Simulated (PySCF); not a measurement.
# One reaction down a group: F, Cl, Br, I

The same gas-phase reaction for F, Cl, Br, I:
- AgF + 2 H → AgH + HF
- AgCl + 2 H → AgH + HCl
- AgBr + 2 H → AgH + HBr
- AgI + 2 H → AgH + HI

Energies from PySCF, thermal terms from the rigid-rotor harmonic-oscillator model, ideal gas at 1 bar. † marks an energy on the PBE0/def2-TZVP geometry and frequencies. Open shells (unrestricted): H (multiplicity 2); the rest are closed-shell singlets. Ag, I: scalar-relativistic def2 core potential, no spin-orbit coupling. Br: all electrons, no relativistic terms. The harmonic model lacks anharmonicity and excited electronic states, which grow with temperature; levels with a mode under 35 cm⁻¹ are left out.

ΔH°(298 K) in kJ, by level:

| level | F | Cl | Br | I |
|---|---|---|---|---|
| ωB97M-V/def2-TZVP† | -448.0 | -340.8 | -310.1 | -285.2 |
| PBE0/def2-QZVP† | -448.2 | -336.4 | -304.2 | -276.6 |
| LDA/def2-TZVP† | -514.2 | -404.0 | -374.7 | -344.8 |
| ωB97X-V/def2-TZVP† | -435.9 | -333.4 | -303.2 | -279.3 |
| HF/def2-TZVP† | -322.8 | -202.7 | -167.0 | -143.6 |

At ωB97M-V/def2-TZVP†, ΔH° rises from F to I, over a range of 162.8 kJ; the steps are +107.2, +30.7, +24.9 kJ. 5 of the 5 levels shown give the same order. The levels scatter most for Br (207.7 kJ between the highest and the lowest) and least for F (191.4 kJ). ΔS°(298 K) runs from -87.0 to -83.0 J/K, so TΔS° at 298 K spreads over 1.2 kJ among the members, against 162.8 kJ for ΔH°.

Free energies at ωB97M-V/def2-TZVP†:

```json
[
 {"member": "F", "ΔS°(298 K), J/K": "-87.0", "ΔG°(298 K), kJ": "-422", "ΔG°(2000 K), kJ": "-239", "ΔG° changes sign": "none from 298 to 2500 K"},
 {"member": "Cl", "ΔS°(298 K), J/K": "-84.3", "ΔG°(298 K), kJ": "-316", "ΔG°(2000 K), kJ": "-137", "ΔG° changes sign": "none from 298 to 2500 K"},
 {"member": "Br", "ΔS°(298 K), J/K": "-83.6", "ΔG°(298 K), kJ": "-285", "ΔG°(2000 K), kJ": "-108", "ΔG° changes sign": "none from 298 to 2500 K"},
 {"member": "I", "ΔS°(298 K), J/K": "-83.0", "ΔG°(298 K), kJ": "-261", "ΔG°(2000 K), kJ": "-85", "ΔG° changes sign": "none from 298 to 2500 K"}
]
```

The NASA 1993 table holds none of these reactions whole; the comparison is among the levels.
